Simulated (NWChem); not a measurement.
System: GaN, triplet; SMILES [N]=[Ga]

```xyz
2

Ga     0.0000     0.0000    -0.3413
N      0.0000     0.0000     1.4740
```
Atoms are numbered in this order, from 1.

All runs: NWChem. Spin-unrestricted. The state is orbitally degenerate and is run as one real component. Coordinates come from a PBE0/def2-SVP, spin-unrestricted optimisation. No stability test was run on the SCF state. B3LYP is NWChem's, with the RPA form of VWN correlation. Vzz is the largest principal value of the second derivative of the potential at the nucleus (NWChem prints the opposite sign); η is the asymmetry. Non-relativistic.

For level PBE/def2-TZVP:

- Vzz Ga1 (a.u.): 1.640
- η Ga1: 0.86
- η N2: 0.41

Question: Estimate the same quantities for level B3LYP/def2-SVP.

Answer: 
| Quantity | Result |
|---|---|
| Vzz Ga1 (a.u.) | 1.309 |
| η Ga1 | 0.72 |
| η N2 | 0.26 |
